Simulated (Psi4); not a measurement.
MoO$_{4}$, charge -2, singlet, at a GFN2-xTB geometry (such geometries of metal compounds can be far from the true shape) (core potentials on Mo) (a gas-phase anion, which may not be bound at this level); Psi4 1.11 with SVWN/def2-TZVPP.

Psi4 was given this input:
```
memory 2 GB

molecule mol {
-2 1
Mo    0.000000   -0.000000    0.000000
O     1.391967   -0.302508   -0.960574
O     0.477889    0.296695    1.623385
O    -0.831045    1.373337   -0.612451
O    -1.038811   -1.367524   -0.050360
}

set {
  basis def2-tzvpp
  reference rks
}

energy('svwn')
print_variables()
```

### Question
What does Psi4 print? Leave out banner, timings and long lists.

### Answer

```
   => Loading Basis Set <=

    Name: DEF2-TZVPP
    Role: ORBITAL
    Keyword: BASIS

    !!!  WARNING: ECP capability is in beta. Please check occupations closely.  !!!

         ---------------------------------------------------------
                                   SCF
               by Justin Turney, Rob Parrish, Andy Simmonett
                          and Daniel G. A. Smith
                              RKS Reference
         ---------------------------------------------------------

  ==> Geometry <==

    Molecular point group: c1
    Full point group: C1

    Geometry (in Angstrom), charge = -2, multiplicity = 1:

       Center              X                  Y                   Z               Mass
    ------------   -----------------  -----------------  -----------------  -----------------
         MO          -0.000000000000     0.000000000000    -0.000000000000    97.905404820000
         O            1.391967000000    -0.302508000000    -0.960574000000    15.994914619570
         O            0.477889000000     0.296695000000     1.623385000000    15.994914619570
         O           -0.831045000000     1.373337000000    -0.612451000000    15.994914619570
         O           -1.038811000000    -1.367524000000    -0.050360000000    15.994914619570

  Running in c1 symmetry.

  Rotational constants: A =      0.13389  B =      0.13389  C =      0.13389 [cm^-1]
  Rotational constants: A =   4014.04113  B =   4014.03993  C =   4014.03916 [MHz]
  Nuclear repulsion =  210.414387447050558

  Charge       = -2
  Multiplicity = 1
  Electrons    = 48
  Nalpha       = 24
  Nbeta        = 24

  ==> Algorithm <==

  SCF Algorithm Type is DF.
  DIIS enabled.
  MOM disabled.
  Fractional occupation disabled.
  Guess Type is SAD.
  Energy threshold   = 1.00e-06
  Density threshold  = 1.00e-06
  Integral threshold = 1.00e-12

  ==> Primary Basis <==

  Basis Set: DEF2-TZVPP
    Blend: DEF2-TZVPP
    Number of shells: 60
    Number of basis functions: 180
    Number of Cartesian functions: 215
    Spherical Harmonics?: true
    Max angular momentum: 4

  Core potential: DEF2-TZVPP
    Number of shells: 4
    Number of ECP primitives: 14
    Number of ECP core electrons: 28
    Max angular momentum: 3

  ==> DFT Potential <==

   => LibXC <=

    Version 7.1.2
    S. Lehtola, C. Steigemann, M. J. T. Oliveira, and M. A. L. Marques,  SoftwareX 7, 1–5 (2018) (10.1016/j.softx.2017.11.002)

   => Composite Functional: SVWN <=

    Slater exchange
    Vosko, Wilk & Nusair (VWN5_RPA)
    P. A. M. Dirac,  Math. Proc. Cambridge Philos. Soc. 26, 376 (1930) (10.1017/S0305004100016108)
    F. Bloch,  Z. Phys. 57, 545 (1929) (10.1007/BF01340281)
    S. H. Vosko, L. Wilk, and M. Nusair,  Can. J. Phys. 58, 1200 (1980) (10.1139/p80-159)

    Deriv               =              1
    GGA                 =          FALSE
    Meta                =          FALSE

    Exchange Hybrid     =          FALSE
    MP2 Hybrid          =          FALSE

   => Exchange Functionals <=

    1.0000         XC_LDA_X

   => Correlation Functionals <=

    1.0000   XC_LDA_C_VWN_RPA

   => LibXC Density Thresholds  <==

    XC_LDA_C_VWN_RPA:  1.00E-15
    XC_LDA_X:  1.00E-15

   => Molecular Quadrature <=

    Radial Scheme          =       TREUTLER
    Pruning Scheme         =           NONE
    Nuclear Scheme         =       TREUTLER

    Blocking Scheme        =         OCTREE
    BS radius alpha        =              1
    Pruning alpha          =              1
    Radial Points          =             75
    Spherical Points       =            302
    Total Points           =         109466
    Total Blocks           =            915
    Max Points             =            256
    Max Functions          =            174
    Weights Tolerance      =       1.00E-15

   => Loading Basis Set <=

    Name: (DEF2-TZVPP AUX)
    Role: JKFIT
    Keyword: DF_BASIS_SCF

  ==> Integral Setup <==

  SCF_SUBTYPE=INCORE selected. In-core MEM_DF algorithm will be used.
[...]
    Fitting Condition:        1E-10

   => Auxiliary Basis Set <=

  Basis Set: (DEF2-TZVPP AUX)
    Blend: DEF2-UNIVERSAL-JKFIT
    Number of shells: 149
    Number of basis functions: 563
    Number of Cartesian functions: 756
    Spherical Harmonics?: true
    Max angular momentum: 6

  Minimum eigenvalue in the overlap matrix is 1.7729241818E-03.
  Reciprocal condition number of the overlap matrix is 3.4025596259E-04.
    Using symmetric orthogonalization.

  ==> Pre-Iterations <==

  SCF Guess: Superposition of Atomic Densities via on-the-fly atomic UHF (no occupation information).

   -------------------------
    Irrep   Nso     Nmo
   -------------------------
     A        180     180
   -------------------------
    Total     180     180
   -------------------------

  ==> Iterations <==

                           Total Energy        Delta E     RMS |[F,P]|

   @DF-RKS iter SAD:  -366.93271717509629   -3.66933e+02   0.00000e+00
   @DF-RKS iter   1:  -366.54281276897098    3.89904e-01   1.18907e-02 DIIS/ADIIS
   @DF-RKS iter   2:  -350.76183994270349    1.57810e+01   2.92346e-02 DIIS/ADIIS
   @DF-RKS iter   3:  -368.07521761721932   -1.73134e+01   2.34210e-03 DIIS/ADIIS
   @DF-RKS iter   4:  -367.72181888004394    3.53399e-01   5.79478e-03 DIIS/ADIIS
   @DF-RKS iter   5:  -368.13114892471378   -4.09330e-01   5.58090e-04 DIIS/ADIIS
   @DF-RKS iter   6:  -368.12492883955758    6.22009e-03   8.95872e-04 DIIS/ADIIS
   @DF-RKS iter   7:  -368.13439943605221   -9.47060e-03   1.92824e-04 DIIS/ADIIS
   @DF-RKS iter   8:  -368.13478925155783   -3.89816e-04   7.43951e-05 DIIS
   @DF-RKS iter   9:  -368.13485018512671   -6.09336e-05   2.76292e-05 DIIS
   @DF-RKS iter  10:  -368.13485797120137   -7.78607e-06   9.01304e-06 DIIS
   @DF-RKS iter  11:  -368.13485882051600   -8.49315e-07   2.60692e-06 DIIS
   @DF-RKS iter  12:  -368.13485880488514    1.56309e-08   2.74802e-06 DIIS
   @DF-RKS iter  13:  -368.13485889838461   -9.34995e-08   9.49005e-08 DIIS
  Energy and wave function converged.

  ==> Post-Iterations <==

   Electrons on quadrature grid:
      Ntotal   =   48.0000185937 ; deviation = 1.859e-05

    Orbital Energies [Eh]
    ---------------------

    Doubly Occupied:

[...]
    Virtual:

[...]
    Final Occupation by Irrep:
              A
    DOCC [    24 ]
    NA   [    24 ]
    NB   [    24 ]

  @DF-RKS Final Energy:  -368.13485889838461

   => Energetics <=

    Nuclear Repulsion Energy =            210.4143874470505580
    One-Electron Energy =                -970.6828462519513323
    Two-Electron Energy =                 433.4968974787836942
    DFT Exchange-Correlation Energy =     -41.3632975722675411
    Empirical Dispersion Energy =           0.0000000000000000
    VV10 Nonlocal Energy =                  0.0000000000000000
    Total Energy =                       -368.1348588983846071

Computation Completed

Properties will be evaluated at   0.000000,   0.000000,   0.000000 [a0]

Properties computed using the SCF density matrix

 Multipole Moments:

 ------------------------------------------------------------------------------------
     Multipole            Electronic (a.u.)      Nuclear  (a.u.)        Total (a.u.)
 ------------------------------------------------------------------------------------

 L = 1.  Multiply by 2.5417464519 to convert [e a0] to [Debye]
 Dipole X            :         -0.0000025            0.0000000           -0.0000025
 Dipole Y            :         -0.0000143            0.0000000           -0.0000143
 Dipole Z            :          0.0000169            0.0000000            0.0000169
 Magnitude           :                                                    0.0000223

 ------------------------------------------------------------------------------------

  Variable Map:
  ----------------------------------------------------------------------------
[...]
  Array Variable Map:
  ----------------------------------------------------------------------------
[...]
[...]
```
